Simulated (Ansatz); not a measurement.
Input:

```yaml
crystal:
  periodic: [false, false, false]
  atoms:
    - { symbol: B, position_ang: [-1.761212, 1.007933, 0.048983] }
    - { symbol: O, position_ang: [-0.820121, 0.312478, -0.616003] }
    - { symbol: Si, position_ang: [0.835973, 0.121942, -0.193678] }
    - { symbol: "N", position_ang: [1.292215, -1.506005, 0.121423] }
    - { symbol: H, position_ang: [-1.472553, 1.605041, 1.084474] }
    - { symbol: H, position_ang: [-2.893261, 1.012716, -0.415532] }
    - { symbol: H, position_ang: [1.071864, 0.937851, 1.051375] }
    - { symbol: H, position_ang: [1.588734, 0.585178, -1.40859] }
    - { symbol: H, position_ang: [1.280556, -2.17761, -0.654908] }
    - { symbol: H, position_ang: [0.960905, -1.950724, 0.985356] }
basis:
  gaussian: { orbitals: cc-pVDZ }
hamiltonian:
  xc: lda
neb:
  order_check: false
  images: 9
  f_tol: 0.05
  max_iterations: 60
  initial_path: idpp
  final_atoms:
    - { symbol: B, position_ang: [-1.75629674, 1.01415707, 0.08998978] }
    - { symbol: O, position_ang: [-0.66404854, 0.49657143, 0.68258648] }
    - { symbol: Si, position_ang: [0.85398337, 0.14299186, -0.04411431] }
    - { symbol: "N", position_ang: [1.27570438, -1.52365207, -0.00406702] }
    - { symbol: H, position_ang: [-2.74790939, 1.1857866, 0.7860037] }
    - { symbol: H, position_ang: [-1.73696993, 1.29235009, -1.10775383] }
    - { symbol: H, position_ang: [1.85343426, 0.8916818, 0.79134106] }
    - { symbol: H, position_ang: [0.76868085, 0.58354307, -1.48263406] }
    - { symbol: H, position_ang: [0.76823663, -2.17531254, -0.61377038] }
    - { symbol: H, position_ang: [1.46828511, -1.95931729, 0.90531858] }
```

Launched with:

```bash
$ ansatz run input.yaml --threads 1 --pin off --max-ram 2048MiB --backend cpu --events-out ev --progress --plain --runs-dir out
```

Hardware: 1 thread of Arm Neoverse V2 (shared host).

Question: Roughly how long does this run take, and how much memory?

Answer: 2.9 min, with a peak of 0.26 GiB, for 13 band iterations.
